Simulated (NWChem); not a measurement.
Molecule: C$_{3}$H$_{9}$O$_{2}$Si, doublet; SMILES CO[Si](C)(C)[O]

```xyz
15

C     -0.1001     2.3951     0.0009
O     -0.7579     1.1367     0.0072
Si    -0.0798    -0.3749     0.0028
C     -0.6040    -1.2846     1.5691
C     -0.5989    -1.2770    -1.5699
O      1.5924    -0.3566     0.0028
H      0.9906     2.2872     0.0016
H     -0.3989     2.9577    -0.8916
H     -0.3993     2.9659     0.8879
H     -0.2756    -2.3285     1.5465
H     -1.6971    -1.2580     1.6519
H     -0.1862    -0.8075     2.4613
H     -0.1788    -0.7954    -2.4586
H     -0.2702    -2.3209    -1.5516
H     -1.6918    -1.2503    -1.6553
```
Atoms are numbered in this order, from 1.

This is a stationary point of B3LYP/6-31G* (spherical d), spin-unrestricted (NWChem), point group C1. B3LYP is NWChem's, with the RPA form of VWN correlation.

Is it a minimum? If not, what does it relax to?

No. It has an imaginary frequency of 89i cm⁻¹. Following that mode (on a finer grid) lowers the energy by 1.3 kcal/mol and ends, with real frequencies alone, at point group C1:
```xyz
15

C     -0.0133     2.3009     0.2880
O     -0.3651     1.1735    -0.5021
Si     0.1294    -0.3798    -0.1935
C     -0.4177    -0.9773     1.5192
C     -0.5637    -1.4125    -1.5972
O      1.7915    -0.5443    -0.0861
H      1.0747     2.3933     0.3951
H     -0.3935     3.1965    -0.2124
H     -0.4632     2.2453     1.2889
H     -0.1650    -2.0321     1.6634
H     -1.5061    -0.8629     1.5984
H      0.0475    -0.4007     2.3246
H     -0.1426    -1.1020    -2.5588
H     -0.3354    -2.4726    -1.4466
H     -1.6514    -1.2910    -1.6517
```
